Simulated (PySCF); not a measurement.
# Structure elucidation problem

Molecular formula: C5H14O3Si2. Simulated spectra:

1H NMR (400 MHz, computed): δ 4.74 (s, 3H), 4.17 (s, 2H), 0.09 (s, 9H).

13C{1H} NMR (computed): δ 185.2 (C), 64.5 (CH2), -1.0 (CH3).

Computational details: geometry: PBE0-D3(BJ)/def2-SVP, CAM-B3LYP/pcSseg-1 with gauge-including orbitals, in PySCF 2.14.0 with density-fitted response routines (isolated molecule, non-relativistic, one conformer, rapidly exchanging positions averaged).

Scale: 1H (σref 31.33), 13C (σref 182.45) against TMS (reference shieldings calculated alike).

Q: Propose a structure and justify it.

A: 
- Rings plus π bonds: 1 (no ring in the answer).
- 3 carbon signals for 5 carbons: some carbons are equivalent by symmetry or fast rotation.
- Carbon types of the structure: 1 × C, 1 × CH2, 3 × CH3, leaving 3 H on heteroatoms.
- δC 185.2: carbonyl carbon.
- δC 64.5: sp3 CH2 bonded to O, α to a carbonyl; deshielded by the electronegative neighbour.
- δC -1.0: methyl carbon bonded to Si; an electropositive neighbour leaves it electron-rich and shielded.
- δH 4.74: hydrogen on a silicon bonded to O.
- δH 4.17: hydrogen on an sp3 CH2 bonded to O, α to a carbonyl; its carbon carries O, which withdraws density.
- δH 0.09: hydrogen on a methyl carbon bonded to Si; an electropositive neighbour shields it, as in TMS itself.

The compound is `[SiH3]OC(CO[Si](C)(C)C)=O`.

The shifts were computed for this structure.

Shifts are as computed, not scaled to solution data. Of 1313 compounds with measured shifts, 239 miss one by over three times the rms of a fit or turn the order of signals round; such compounds aren't used in these exercises. No couplings were computed; multiplicities are counted from neighbouring protons, with m where these are inequivalent, close in shift, in a saturated or five-membered ring or joined by F or P, and br s for small geminal =CH2 splittings.
